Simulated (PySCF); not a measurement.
## Ionisation energy of I⁵²⁺ by level of theory

I⁵²⁺ 1s1 [1s1/2^1, M_J = 1/2] → I⁵³⁺ (bare nucleus), as a difference of total energies. Calculation: PySCF 2.14, in an uncontracted even-tempered set (15 s from 130 bohr⁻², ratio 2.4; 10 p from 170 bohr⁻², ratio 2.4; 3 d from 510 bohr⁻², ratio 2.6; 3 f from 760 bohr⁻², ratio 2.6); the two-component X2C-1e Hamiltonian. "Screened" scales the spin-orbit matrix elements by Boettger's factors to mimic the two-electron term; Breit and QED terms are absent.

```csv
method,ionisation energy (eV)
GHF (screened spin-orbit),39762.8
GHF (bare spin-orbit),39762.8
```

For one electron Hartree-Fock is exact for this Hamiltonian up to the basis; QED and nuclear recoil make up the gap, and the density functionals add self-interaction.

For comparison: 39721.5 eV (theoretical estimate listed by NIST; NIST Atomic Spectra Database, ionization energies).
